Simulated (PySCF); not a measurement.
Calcium: highly charged ions in a basis for the neutral atom

Ca¹⁷⁺ [He] 2s1, Ca¹⁸⁺ 1s2. All numbers are calculated (PySCF 2.14, scalar relativity by spin-free X2C-1e, in x2c-TZVPall (6s5p3d, 36 functions)). No spin-orbit coupling, so a gap to NIST mixes the basis error with missing relativistic terms.

Changed run: basis of the neutral atom used for a highly charged ion. This setting is unsound on purpose.

| species | method | sound run (hartree) | changed run (hartree) | converged |
| --- | --- | --- | --- | --- |
| Ca¹⁷⁺ | UHF | not run | -431.78029 | yes |
| Ca¹⁷⁺ | BP86 | not run | -431.88170 | yes |
| Ca¹⁷⁺ | B3LYP | not run | -431.74112 | yes |
| Ca¹⁸⁺ | UHF | not run | -389.59654 | yes |
| Ca¹⁸⁺ | BP86 | not run | -389.66280 | yes |
| Ca¹⁸⁺ | B3LYP | not run | -389.49611 | yes |

Ionisation energy of Ca¹⁷⁺:

```
method  changed run (eV)  NIST (eV)
   UHF            1147.9     1157.7
  BP86            1148.8     1157.7
 B3LYP            1149.5     1157.7
```

The contracted functions were made for the neutral atom and can be too rigid for a highly charged ion.
